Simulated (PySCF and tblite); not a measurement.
Values are calculated unless marked as measured or tabulated.
3 regioisomers of C₂H₅NO₂Si₂:

| isomer | SMILES |
| --- | --- |
| A | [N:1]#[C:2][Si@@H:3]1[CH2:4][O:5][SiH2:6][O:7]1 |
| B | [N:1]#[C:2][Si@@H:3]1[O:4][CH2:5][SiH2:6][O:7]1 |
| C | [N:1]#[C:2][C@@H:3]1[O:4][SiH2:5][O:6][SiH2:7]1 |

Each isomer is a Boltzmann average at 298.15 K over at most 6 conformers: GFN2-xTB geometries, energies B3LYP/pcSseg-1 (IEF-PCM, chloroform) (D3(BJ) added where defined), GIAO shieldings B3LYP/pcSseg-1 (IEF-PCM, chloroform), GFN2-xTB thermal terms. Programs: PySCF with density fitting and tblite.

What shifts does each isomer give (ppm; of two unlike H on one atom, a is the less shielded)?


A: ¹H (against TMS): 4.37 (H4b, 1H), 4.37 (H4a, 1H). ¹³C (against TMS): 126.6 (C2), 58.0 (C4). ²⁹Si (against TMS): -15.8 (Si6), -42.4 (Si3).

B: ¹H (against TMS): 4.36 (H5a, 1H), 4.29 (H5b, 1H). ¹³C (against TMS): 125.3 (C2), 57.0 (C5). ²⁹Si (against TMS): -22.9 (Si6), -48.1 (Si3).

C: ¹H (against TMS): 4.94 (H3, 1H). ¹³C (against TMS): 127.1 (C2), 53.5 (C3). ²⁹Si (against TMS): -15.0 (Si5), -21.4 (Si7). H not on carbon is left out.

Unscaled ²⁹Si shifts at such levels can be off by tens of ppm; differences between conformers or isomers are more reliable. Shifts are unscaled: against experiment ¹³C can be off by 15 ppm or more and ¹H by 0.8 ppm. GFN2-xTB leaves a saturated small ring flat here that puckers in reality.
